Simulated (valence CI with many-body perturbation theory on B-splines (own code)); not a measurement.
## Se II: calculation against measured levels

Level of theory: relativistic CI+MBPT: five valence electrons over a frozen Dirac-Fock core [Ar] 3d10, a basis of 11 s, 11 p, 10 d, 8 f, 5 g, 2 h functions for each j, with the one-electron correlation potential Σ1, the two-electron term Σ2, the three-electron term Σ3, Breit, model QED; selected CI, second order for the rest, scaled by the run's own slope (own B-spline code, finite nucleus).

Set against measurement, 15 paired levels are off by 176 cm⁻¹ on average, the worst by 401. These come from a selection out of the NIST Handbook of Basic Atomic Spectroscopic Data. Levels without a partner in it may be off by more. Among the levels kept, up to 5400 cm⁻¹ of a level comes from second order outside the variational space, and about a tenth of that is noise between levels of different J, which matters for small intervals.

Measured levels: NIST Handbook of Basic Atomic Spectroscopic Data (Sansonetti and Martin, J. Phys. Chem. Ref. Data 34, 1559 (2005)). Pairs share parity and J, and are chosen by configuration, term and nearness in energy; levels without a clear partner are left out. Energies in cm⁻¹ above the measured ground level.

```tsv
Computed label	Label in the source	Measured	Computed	Difference
4s2.4p3 4S°_3/2	4s2 4p3 4S°	0	0.0	0
4s2.4p3 2D°_3/2	4s2 4p3 2D°	13168.2	13281.5	+113
4s2.4p3 2D°_5/2	4s2 4p3 2D°	13784.4	13823.1	+39
4s2.4p3 2P°_1/2	4s2 4p3 2P°	23038.3	23287.2	+249
4s2.4p3 2P°_3/2	4s2 4p3 2P°	23894.8	24042.0	+147
4s.4p4 4P_5/2	4s 4p4 4P	83876.7	83478.9	-398
4s.4p4 4P_3/2	4s 4p4 4P	85579.5	85178.4	-401
4s.4p4 4P_1/2	4s 4p4 4P	86437.7	86053.8	-384
4s2.4p2.5s 4P_1/2	4s2 4p2(3P) 5s 4P	95270	95202.2	-68
4s2.4p2.5s 4P_3/2	4s2 4p2(3P) 5s 4P	96753.3	96759.9	+7
4s2.4p2.5s 4P_5/2	4s2 4p2(3P) 5s 4P	98674.4	98628.6	-46
4s2.4p2.5p 4D°_1/2	4s2 4p2(3P) 5p 4D°	114299	114200.8	-98
4s2.4p2.5p 4D°_3/2	4s2 4p2(3P) 5p 4D°	114711.7	114600.4	-111
4s2.4p2.5p 4D°_5/2	4s2 4p2(3P) 5p 4D°	116068.1	115907.2	-161
4s2.4p2.5p 4D°_7/2	4s2 4p2(3P) 5p 4D°	117798.7	117638.9	-160
4s2.4p2.5d 4F_9/2	4s2 4p2(3P) 5d 4F	141710.1	141449.3	-261
```

Over 15 excited levels the mean absolute difference is 176 cm⁻¹, the median 147 and the largest 401. The comparison draws on a selection of the measured levels: 16 of the 174 computed ones have a partner in it, and others may be off by more.

Rates against NIST Handbook of Basic Atomic Spectroscopic Data (Sansonetti and Martin, J. Phys. Chem. Ref. Data 34, 1559 (2005)):

```csv
"λ vac, measured (nm)",Upper,Lower,A computed (s⁻¹),A tabulated (s⁻¹)
101.34,4s2.4p2.5s 4P_5/2,4s2.4p3 4S°_3/2,9.10e+08,1.14e+09
103.36,4s2.4p2.5s 4P_3/2,4s2.4p3 4S°_3/2,8.51e+08,1.03e+09
104.96,4s2.4p2.5s 4P_1/2,4s2.4p3 4S°_3/2,8.27e+08,9.96e+08
```
